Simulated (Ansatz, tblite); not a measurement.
Cost and result up the ladder for Cu(AsH3)Me (CH6AsCu) (9 atoms). Charge 0, multiplicity 1. Geometry: B3LYP-D4/def2-SVP.

```xyz
9

Cu   -0.2944    0.1065    0.0045
As    1.9277   -0.6648   -0.0392
H     2.6351   -1.0571    1.2459
H     3.0442    0.2083   -0.5842
H     2.2963   -1.9136   -0.8204
C    -2.1186    0.7330    0.0424
H    -2.4502    1.0604   -0.9587
H    -2.2335    1.5894    0.7300
H    -2.8066   -0.0621    0.3797
```

Ansatz on 4 threads of INTEL XEON PLATINUM 8581C on a shared host; xTB runs through tblite on one thread. Times are rough, summed over both states, and most runs start from the orbitals of an earlier one. CCSD(T)/def2-TZVP serves as the yardstick here, not as an exact answer. The other state is a doublet.

The xTB rows come from tblite. Correlated methods freeze 19 core orbitals; core or outer-core shells of As are correlated, in sets that lack core-valence functions.

Raw xTB energies of ions are shifted by several eV.

```tsv
level	functions	wall time	vertical IE (eV)	difference from CCSD(T)/def2-TZVP (eV)
GFN2-xTB	28	0.005 s	12.02	4.28
GFN1-xTB	34	0.008 s	13.05	5.31
PBE-D4/def2-TZVP	160	2.1 s	7.93	0.20
PBE0-D4/def2-TZVP	160	3.7 s	7.77	0.03
r2SCAN-D4/def2-TZVP (with forces)	160	4.2 s	7.78	0.04
CCSD(T)/def2-TZVP	160	73 s	7.74	0.00
```
